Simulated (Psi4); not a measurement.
CuI (SMILES [Cu][I]), singlet, at a GFN2-xTB geometry (such geometries of metal compounds can be far from the true shape) (core potentials on I). Base run: TPSS/def2-SV(P) run with Psi4 1.11.

Input for Psi4:
```
memory 2 GB

molecule {
0 1
  Cu   -0.00000000   -0.00000000   -1.55408011
  I     0.00000000    0.00000000    0.85034572
}

set basis def2-sv(p)

energy('tpss')
print_variables()
```

The base run was repeated with changes; each row names its change, and settings that it needs were set with it.

```
change                    E (Eh)  dipole (D)
-------------------  -----------  ----------
base                 -1937.93376        4.73
functional = svwn    -1935.94856        4.29
functional = b3lyp   -1938.16067        4.80
functional = wb97x             ?           ?
functional = b3lyp5  -1937.95080        4.80
functional = x3lyp   -1937.99808        4.82
functional = mn15              ?           ?
functional = m06-l   -1938.12803        5.03
functional = m06     -1938.03420        4.78
functional = pbe0              ?           ?
functional = hse06   -1937.79282        5.14
functional = tpssh   -1937.93088        5.06
functional = m06-2x            ?           ?
```

**Question.** Some entries are withheld; supply them.

**Answer.** 
- functional = wb97x, E (Eh): -1938.09536
- functional = wb97x, dipole (D): 5.58
- functional = mn15, E (Eh): -1937.52755
- functional = mn15, dipole (D): 5.38
- functional = pbe0, E (Eh): -1937.78952
- functional = pbe0, dipole (D): 5.25
- functional = m06-2x, E (Eh): -1937.91142
- functional = m06-2x, dipole (D): 5.73

Total energies compare only within one method and basis.
